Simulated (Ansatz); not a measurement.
Consider the silylene formation by 1,1-elimination: `C[Si](N)(O)F` → `N[Si]F` + CH₃OH.

Isolated molecules relaxed with PBE0-D4/def2-TZVP in Ansatz; ΔE leaves out vibrations. CCSD(T)/CBS adds triple-zeta CCSD(T) − MP2 to the extrapolated MP2 energy (def2 sets, frozen cores). This one scheme is used for every species. One conformer a species, not always the lowest.

```csv
species,CCSD(T)/def2-TZVPP energy (Eh)
`C[Si](N)(O)F`,-560.42992
`N[Si]F`,-444.73967
CH₃OH,-115.55534
```

(1) Work out ΔE.

Largest T1 diagnostic among the species: 0.014.

Results:

(1) ΔE = (-444.73967) + (-115.55534) − (-560.42992) = 0.13491 Eh = +84.7 kcal/mol. CCSD(T)/CBS gives +86.2 kcal/mol.

The D4 term adds +3.8 kcal/mol with B3LYP and +2.1 kcal/mol with PBE0; it sums over pairs of atoms, weighted by their polarisabilities, and B3LYP, whose exchange is more repulsive, gets the larger term. From PBE to PBE0 (25 % exact exchange), in def2-TZVPP and without D4, ΔE moves by +5.6 kcal/mol. Leaving LDA and LC-ωPBE aside and taking each functional with its dispersion term where it has one, the values, not all of them listed here, spread over 14.0 kcal/mol, from BLYP-D4 to r2SCAN0-D4. LDA lies +9.7 kcal/mol from PBE without D4.

B3LYP here is the variant with VWN-RPA as its local correlation; programs differ in this.
